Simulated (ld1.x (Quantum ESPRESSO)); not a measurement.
## What one change does to a pseudopotential (germanium, TM)

```
Element                 : germanium
Generator               : ld1.x (Quantum ESPRESSO) 7.5
Type                    : norm-conserving Troullier–Martins (Kleinman–Bylander form)
Functional              : PBE
Relativity              : scalar-relativistic
Frozen core             : [Ar] 3d10
Valence charge          : 4
Reference configuration : 4s1.5 4p2.5
Partial waves           : 4s (bound): rc 1.50 bohr; 4p (bound): rc 2.10 bohr; 4d channel at 0.35 Ry: rc 2.10 bohr
Local potential         : all-electron potential smoothed inside 1.45 bohr (lloc = -1)
Core correction         : none
```

Change: local potential all-electron potential smoothed inside 1.06 bohr (lloc = -1).

Cutoffs: the cutoffs (Ry, on a coarse ladder) from which the occupation-weighted sum of valence levels, in a spherical-Bessel basis at the reference potential, stays within 10 and 1 mRy of its value at 400 Ry; they do not see the model core or the augmentation charge, which bear on the density cutoff. Errors are all-electron minus pseudo energies relative to the spin-unpolarised reference configuration.

Problem. How do hardness, ghosts and transferability respond?

Solution. The potential gets harder (18 Ry and 40 Ry → 30 Ry and 40 Ry); a bound ghost appears in s, which as a rule spoils a file; of the 7 tests that both files solve, the error grows in 0 and shrinks in 3 by more than 15 % and 0.3 meV (median size 3.6 → 3.0 meV); the range in which the s phases agree widens (upper end 0.3 → 4.0); the range in which the p phases agree narrows (upper end 2.8 → 1.8). In the separable form a ghost depends on how the local part lies against the semilocal potential of the channel, so the choice of the local part can create or remove one.

```csv
quantity,base,changed
"cutoff, loose",18 Ry,30 Ry
"cutoff, tight",40 Ry,40 Ry
loose cutoff by channel (10 mRy a level),"s 15 Ry, p 6 Ry","s 25 Ry, p 6 Ry"
bound ghosts,none,s
"error for 4s2 4p2, meV [ΔE -3.95 eV]",+3.2,+3.0
"error for 4s2 4p1, meV [ΔE 3.49 eV]",+6.2,+2.6
"error for 4s2 4p0, meV [ΔE 18.93 eV]",+57,-4.9
"error for 4s0 4p4, meV [ΔE 12.24 eV]",+28,+29
"error for 4s2 4p2.3, meV [ΔE -4.84 eV]",+3.0,+2.6
"error for 4s2 4p1.5, meV [ΔE -1.15 eV]",+3.6,+3.5
"error for 4s1 4p2, meV [ΔE 12.21 eV]",+2.5,+1.4
s: phases at 2.29 bohr within 0.05 rad from the reference energy up to (Ry; the scan ends near 5),0.3,4.0
p: phases at 2.29 bohr within 0.05 rad from the reference energy up to (Ry; the scan ends near 5),2.8,1.8
d: phases at 2.29 bohr within 0.05 rad from the reference energy up to (Ry; the scan ends near 5),1.0,1.0
```

 A true bound ghost makes a file unfit for plane-wave use even where its test errors are small: the radial tests pick states by their node count and pass the ghost by.
